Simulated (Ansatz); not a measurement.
Geometry optimisation, Ansatz 0.2.0, DFT PBE-D3(BJ), scalar-relativistic, plane waves, PAW.

The input (input.yaml):

```yaml
crystal:
  lattice:
    - [0.0, 5.43, 5.43]
    - [5.43, 0.0, 5.43]
    - [5.43, 5.43, 0.0]
  atoms:
    - { symbol: Si, position: [0.0, 0.0, 0.0] }
    - { symbol: Si, position: [0.125, 0.125, 0.125] }
    - { symbol: Si, position: [0.0, 0.0, 0.5] }
    - { symbol: Si, position: [0.125, 0.125, 0.625] }
    - { symbol: Si, position: [0.0, 0.5, 0.0] }
    - { symbol: Si, position: [0.125, 0.625, 0.125] }
    - { symbol: Si, position: [0.0, 0.5, 0.5] }
    - { symbol: Si, position: [0.125, 0.625, 0.625] }
    - { symbol: Si, position: [0.5, 0.0, 0.0] }
    - { symbol: Si, position: [0.625, 0.125, 0.125] }
    - { symbol: Si, position: [0.5, 0.0, 0.5] }
    - { symbol: Si, position: [0.625, 0.125, 0.625] }
    - { symbol: Si, position: [0.5, 0.5, 0.0] }
    - { symbol: Si, position: [0.625, 0.625, 0.125] }
    - { symbol: Si, position: [0.5, 0.5, 0.5] }
    - { symbol: Si, position: [0.625, 0.625, 0.625] }
    - { symbol: Si, position: [0.825429, 0.81180535, 0.31282388] }
basis:
  ecutwfc: 420.0
kpoints:
  mp_grid: { grid: [2, 2, 2] }
hamiltonian:
  xc: pbe
  dispersion: d3bj
  pseudopotentials: { kind: paw, azcp: { folder: soft_1 } }
scf:
  occupations: { method: gaussian, width: 0.05 }
  lower_state_search: "off"
relax:
  f_tol: 0.03
  max_steps: 60
  adjacent_minimum: "off"
```

Run as:

```bash
$ ansatz run input.yaml --threads 1 --pin off --max-ram 3072MiB --backend cpu --events-out ev --progress --plain --runs-dir out
```

Q: Where does it end, and by what steps?

A: The run converged. Limits of this set-up: coarse k mesh, a small cell, in which the defect meets its images. After 10 steps the energy has fallen by 1.017 eV; Si3 moved furthest, 0.46 Å. Joined: Si3–Si17 (3.45 → 2.62 Å).

```json
{"step": "0", "energy less start (eV)": "0.0000", "largest force component (eV/Å)": "2.614", "accepted": "yes"}
{"step": "1", "energy less start (eV)": "-0.7240", "largest force component (eV/Å)": "1.114", "accepted": "yes"}
{"step": "2", "energy less start (eV)": "-0.9698", "largest force component (eV/Å)": "0.135", "accepted": "yes"}
{"step": "3", "energy less start (eV)": "-0.9843", "largest force component (eV/Å)": "0.100", "accepted": "yes"}
{"step": "4", "energy less start (eV)": "-0.9894", "largest force component (eV/Å)": "0.080", "accepted": "yes"}
{"step": "5", "energy less start (eV)": "-0.9981", "largest force component (eV/Å)": "0.143", "accepted": "yes"}
{"step": "6", "energy less start (eV)": "-1.0079", "largest force component (eV/Å)": "0.080", "accepted": "yes"}
{"step": "7", "energy less start (eV)": "-1.0137", "largest force component (eV/Å)": "0.084", "accepted": "yes"}
{"step": "8", "energy less start (eV)": "-1.0142", "largest force component (eV/Å)": "0.067", "accepted": "yes"}
{"step": "9", "energy less start (eV)": "-1.0089", "largest force component (eV/Å)": "0.123", "accepted": "no"}
{"step": "10", "energy less start (eV)": "-1.0167", "largest force component (eV/Å)": "0.021", "accepted": "yes"}
```

```xyz
17
Lattice="0.0000 5.4300 5.4300 5.4300 0.0000 5.4300 5.4300 5.4300 0.0000" Properties=species:S:1:pos:R:3
Si -0.113 -0.114 0.191
Si 1.296 1.301 1.431
Si 2.439 2.451 -0.265
Si 3.824 3.828 1.113
Si 2.743 0.043 2.757
Si 4.058 1.406 4.120
Si 5.317 2.906 2.600
Si 6.726 4.147 4.016
Si 0.036 2.744 2.760
Si 1.403 4.057 4.122
Si 2.900 5.317 2.602
Si 4.132 6.732 4.017
Si 2.817 2.817 5.532
Si 4.165 4.168 6.882
Si 5.466 5.476 5.459
Si 6.833 6.837 6.772
Si 6.363 6.366 9.081
```

The run took 57 s on 1 thread of Arm Neoverse V1, on a shared host, peak memory 0.5 GiB.
